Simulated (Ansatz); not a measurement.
Isolated molecules relaxed with PBE0-D4/def2-TZVP in Ansatz; ΔE leaves out vibrations. CBS: MP2 limit from def2 TZ/QZ plus the TZ coupled-cluster correction, frozen cores. This one scheme is used for every species. Functionals use def2-TZVPP. B3LYP here is the variant with VWN-RPA as its local correlation; programs differ in this. HSE06 is defined as in plane-wave codes. Elements past krypton have def2 core potentials. For Ta outer-core shells are correlated without core-valence functions, which leaves a few kJ/mol of doubt a bond. Each species was taken in one conformer, which may not be the lowest.

`[CH3][Ta](=[O])([F])[F]` + CH₃OH → `C[O][Ta](=[O])([F])[F]` + CH₄  (ligand exchange at a Ta–C bond)

`[CH3][Ta](=[O])([F])[F]`:

Z-matrix (Å, degrees):
```
C
Ta 1 2.142
H 1 1.094 2 110.2
H 1 1.095 2 111.2 3 120.8
H 1 1.094 2 110.2 3 -118.4
O 2 1.710 1 103.4 3 59.3
F 2 1.874 1 107.9 3 175.7
F 2 1.874 1 107.9 3 -57.0
```

CH₃OH:

Cartesian coordinates in Å:
```
C 0.113 0.089 -0.326
O 0.031 -0.677 0.854
H 0.837 -0.403 -0.977
H 0.464 1.111 -0.137
H -0.845 0.140 -0.859
H -0.600 -0.261 1.444
```

`C[O][Ta](=[O])([F])[F]`:

```xyz
9

C    -0.710   -0.516   -1.340
O    -0.507   -0.367    0.045
Ta    0.613    0.446    1.299
O     1.804    1.308    0.414
F    -0.363    1.670    2.341
F     1.472   -0.862    2.342
H     0.044    0.039   -1.903
H    -0.650   -1.575   -1.599
H    -1.704   -0.143   -1.598
```

CH₄:

Cartesian coordinates in Å:
```
C 0.000 0.000 0.000
H 0.216 -1.009 0.351
H 0.646 0.710 0.516
H -1.043 0.241 0.206
H 0.181 0.058 -1.073
```

| level | ΔE (kJ/mol) | difference from CCSD(T)/CBS |
| --- | --- | --- |
| HSE06-D4 | -162.1 | 1.7 |
| PBE-QIDH | -166.3 | -2.5 |
| PBE0 | -161.4 | 2.4 |
| B3LYP | -171.0 | -7.2 |
| r2SCANh | -169.4 | -5.6 |
| CAM-B3LYP | -174.1 | -10.3 |
| CCSD/def2-TZVPP | -166.2 | -2.4 |
| HF/def2-QZVPP | -174.5 | -10.7 |
| HF/CBS(def2) | -174.4 | -10.6 |
| MP2/CBS(def2) | -168.0 | -4.2 |
| CCSD(T)/CBS | -163.8 | 0 |

Largest T1 diagnostic among the species: 0.020.

At CCSD(T), def2-SVP lies −21.4 kJ/mol from the extrapolated value and def2-TZVPP −3.5 kJ/mol. Leaving LDA and LC-ωPBE aside and taking each functional with its dispersion term where it has one, the values, not all of them listed here, spread over 13.1 kJ/mol, from CAM-B3LYP-D4 to HSE06-D4. In def2-TZVPP, CCSD(T) changes the Hartree–Fock value by +7.8 kJ/mol (the triples alone add −1.1 kJ/mol) and MP2 by +3.5 kJ/mol.
